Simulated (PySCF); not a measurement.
PBE0 on Rh- (rhodium, charge -1), [Kr] 4d8 5s2, high-spin 3F determinant. All numbers are calculated (PySCF 2.14, the spin-free X2C one-electron Hamiltonian (Gaussian nucleus), in aug-cc-pwCVTZ-DK).

```
cycle= 1 E= -4783.19037655822  delta_E= -0.023  |g|= 0.0336  |ddm|= 0.787
cycle= 2 E= -4783.19095453342  delta_E= -0.000578  |g|= 0.0131  |ddm|= 0.0996
cycle= 3 E= -4783.1910219923  delta_E= -6.75e-05  |g|= 0.0034  |ddm|= 0.0422
cycle= 4 E= -4783.19103903992  delta_E= -1.7e-05  |g|= 0.00514  |ddm|= 0.0207
cycle= 5 E= -4783.1910509111  delta_E= -1.19e-05  |g|= 0.00056  |ddm|= 0.0132
cycle= 6 E= -4783.19105322107  delta_E= -2.31e-06  |g|= 5.86e-05  |ddm|= 0.0133
cycle= 7 E= -4783.19105323419  delta_E= -1.31e-08  |g|= 3.91e-05  |ddm|= 0.0011
cycle= 8 E= -4783.19105323501  delta_E= -8.24e-10  |g|= 1.78e-06  |ddm|= 9.18e-05
converged SCF energy = -4783.19105323501  <S^2> = 2.0176067  2S+1 = 3.0117149
```

Highest occupied orbital energy: 0.561 eV; ⟨L²⟩ = 12.02; populations by l: s 10.00, p 18.00, d 18.00, f 0.00.

Can this result be used?

With care. Self-consistency was reached. At PBE0 the highest occupied level has a positive energy, so only the finite basis holds that electron; in a semilocal or global hybrid functional this comes from self-interaction and does not mean that the real anion is unbound.
